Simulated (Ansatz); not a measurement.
The cluster Sn3F2, relaxed as a singlet with RKS PBE-D4/def2-SVP in Ansatz, starting from the GFN2-xTB geometry. Force threshold 0.02 eV/Å.

In the def2 sets Sn takes a core potential; there is no spin–orbit coupling. The structure comes from a short search, and lower isomers may exist.

Start:

Cartesian coordinates in Å:
```
Sn 0.7128 0.2424 -0.9939
Sn -1.9407 1.1565 -0.4549
Sn 1.6545 -1.3874 1.1455
F 0.8346 -3.0138 0.2120
F -1.2613 3.0022 0.0913
```

| step | energy (eV) | largest force component (eV/Å) | SCF passes |
| --- | --- | --- | --- |
| 1 | -22920.9526 | 0.556 | 20 |
| 2 | -22921.0677 | 0.226 | 26 |
| 3 | -22921.1631 | 0.332 | 27 |
| 4 | -22921.2758 | 0.445 | 27 |
| 5 | -22921.4036 | 0.473 | 27 |
| 6 | -22921.5298 | 0.295 | 27 |
| 7 | -22921.5988 | 0.283 | 28 |
| 8 | -22921.6759 | 0.588 | 28 |
| 9 | -22921.7864 | 0.501 | 28 |
| 10 | -22921.8907 | 0.226 | 27 |
| 11 | -22922.0089 | 0.307 | 28 |
| 12 | -22922.1327 | 0.217 | 26 |
| 13 | -22922.1936 | 0.123 | 25 |
| 14 | -22922.1950 | 0.088 | 23 |
| 15 | -22922.1981 | 0.029 | 21 |
| 16 (rejected) | -22922.1976 | 0.078 | 20 |
| 17 | -22922.1983 | 0.003 | 20 |

Force components are those of the run's own axes.

End:

```xyz
5

Sn    0.5849    0.2087   -1.1043
Sn   -1.3649    1.0181    0.9747
Sn    0.1252   -1.4697    1.2935
F     1.4763   -1.8015   -0.3369
F    -0.8215    2.0444   -0.8269
```

Bonds formed: Sn1–F4, Sn1–F5, Sn2–Sn3 (atoms count from 1). The end is the same structure that another start reached.

No frequencies were taken in this run, so the end may be a saddle point.

Run time 16 s (4 threads of Arm Neoverse V1 on a shared host).
